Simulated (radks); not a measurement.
All-electron atom: Ca+ in [Ar] 4s1. Calculated with a radial shooting solver on a logarithmic mesh with Libxc functionals: Dirac Kohn-Sham, PBE, spin-unpolarised, spherical densities, point nucleus.

Unscreened Slater integrals over Kohn-Sham orbitals (cm^-1). Large and small components are both included. Empty in this configuration: 3d3/2.

integral          value
F0(4s1/2,4s1/2)   54879
F0(4s1/2,3p3/2)   69966
G1(4s1/2,3p3/2)  4863.0
F0(4s1/2,3p1/2)   70009
G1(4s1/2,3p1/2)  4819.0
F0(4s1/2,3s1/2)   70570
G0(4s1/2,3s1/2)  3281.0
F0(4s1/2,3d3/2)   65812
G2(4s1/2,3d3/2)   14208
F0(3p3/2,3p3/2)  156410
F2(3p3/2,3p3/2)   78478
F0(3p3/2,3p1/2)  156890
G2(3p3/2,3p1/2)   78690
F0(3p3/2,3s1/2)  163370
G1(3p3/2,3s1/2)  108410
F0(3p3/2,3d3/2)  124430
F2(3p3/2,3d3/2)   55757
G1(3p3/2,3d3/2)   69121
G3(3p3/2,3d3/2)   40921
F0(3p1/2,3p1/2)  157370
F0(3p1/2,3s1/2)  163910
G1(3p1/2,3s1/2)  108840
F0(3p1/2,3d3/2)  124700
G1(3p1/2,3d3/2)   69144
F0(3s1/2,3s1/2)  171320
F0(3s1/2,3d3/2)  128530
G2(3s1/2,3d3/2)   50651
F0(3d3/2,3d3/2)  104260
F2(3d3/2,3d3/2)   46366
